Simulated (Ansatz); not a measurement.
`[CH3][Zn][O][AlH][NH2]` + dimethylamine → `[CH3][Zn][N](C)C` + `[NH2][AlH][OH]`  (ligand exchange at a Zn–O bond)

Gas-phase electronic energies from Ansatz, PBE0-D4/def2-TZVP geometries. CBS: MP2 limit from def2 TZ/QZ plus the TZ coupled-cluster correction, frozen cores. This one scheme is used for every species. DFT in def2-TZVPP. For Zn outer-core shells are correlated without core-valence functions, which leaves a few kJ/mol of doubt a bond. Scalar relativity is left out up to krypton. One conformer a species, not always the lowest.

`[CH3][Zn][O][AlH][NH2]`:

```xyz
11

C     2.664    0.280   -1.874
Zn    1.064    0.085   -0.835
O    -0.393   -0.084    0.135
Al   -1.929   -0.393    0.721
N    -2.339   -0.020    2.400
H     3.487   -0.277   -1.421
H     2.956    1.330   -1.939
H     2.513   -0.097   -2.887
H    -3.064   -1.020   -0.187
H    -1.714    0.379    3.080
H    -3.245   -0.184    2.807
```

`CNC`:

Z-matrix (Å, degrees):
```
C
N 1 1.445
H 1 1.094 2 109.4
H 1 1.092 2 110.0 3 117.9
H 1 1.104 2 114.0 3 -120.2
C 2 1.445 1 112.8 3 65.3
H 2 1.011 1 109.8 3 -171.9
H 6 1.104 2 114.0 1 54.9
H 6 1.094 2 109.4 1 -65.3
H 6 1.092 2 110.0 1 176.8
```

`[CH3][Zn][N](C)C`:

```xyz
14

C     0.619   -2.717   -1.162
Zn    0.222   -0.983   -0.421
N    -0.148    0.654    0.280
C    -0.416    0.890    1.670
C    -0.211    1.860   -0.497
H     1.472   -2.662   -1.842
H    -0.235   -3.113   -1.714
H     0.868   -3.424   -0.367
H    -1.420    1.317    1.832
H    -0.362   -0.035    2.251
H     0.303    1.597    2.117
H    -1.205    2.336   -0.443
H     0.518    2.613   -0.153
H    -0.003    1.668   -1.553
```

`[NH2][AlH][OH]`:

Cartesian coordinates in Å:
```
N -0.222 1.317 -0.035
Al -0.214 -0.438 -0.166
O 1.081 -1.255 0.568
H 0.478 1.865 0.438
H -0.933 1.912 -0.426
H -1.367 -1.198 -0.932
H 1.176 -2.204 0.553
```

```json
{"species": "`[CH3][Zn][O][AlH][NH2]`", "revPBE energy (Eh)": "-2193.48467"}
{"species": "`CNC`", "revPBE energy (Eh)": "-135.17241"}
{"species": "`[CH3][Zn][N](C)C`", "revPBE energy (Eh)": "-1953.76248"}
{"species": "`[NH2][AlH][OH]`", "revPBE energy (Eh)": "-374.87244"}
```

Problem. Work out ΔE.

Solution. ΔE = (-1953.76248) + (-374.87244) − (-2193.48467) − (-135.17241) = 0.02216 Eh = +58.2 kJ/mol. CCSD(T)/CBS gives +62.5 kJ/mol.

Largest T1 diagnostic among the species: 0.015.

From PBE to PBE0 (25 % exact exchange), in def2-TZVPP and without D4, ΔE moves by +3.5 kJ/mol. The D4 term adds −4.3 kJ/mol with B3LYP and −2.3 kJ/mol with PBE0; it sums over pairs of atoms, weighted by their polarisabilities, and B3LYP, whose exchange is more repulsive, gets the larger term.

B3LYP here is the variant with VWN-RPA as its local correlation; programs differ in this.
